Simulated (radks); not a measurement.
Question: Coherent X-ray form factor from a spherical all-electron density. All-electron calculation, Dirac Kohn-Sham, LB94 model potential, spin-unpolarised, spherical densities, finite nucleus; Fermi nuclear charge, rms radius of each element as measured or else 0.836 A^(1/3) + 0.57 fm. Program: a radial shooting solver on a logarithmic mesh with Libxc functionals.

sin(theta)/lambda (1/angstrom),f0 (electrons)
0.05,28.938
0.1,28.753
0.15,28.449
0.2,28.035
0.25,27.518
0.3,26.912
0.4,25.476
0.5,23.831
0.6,22.072
0.8,18.523
1,15.267
1.25,11.913
1.5,9.444
2,6.659

The species is in the configuration that NIST lists as its ground one. Which atom or ion scatters so?

Answer: The silver ion Ag18+, [Ar] 3d10 4s1. Extrapolating in s^2 from the first two rows gives f0(0) = 29.0, near the electron count 29; among species with that count, the fall with angle is slower the higher Z, and the table is that of Z = 47; from so few rows the species is fixed only to a neighbour or two.
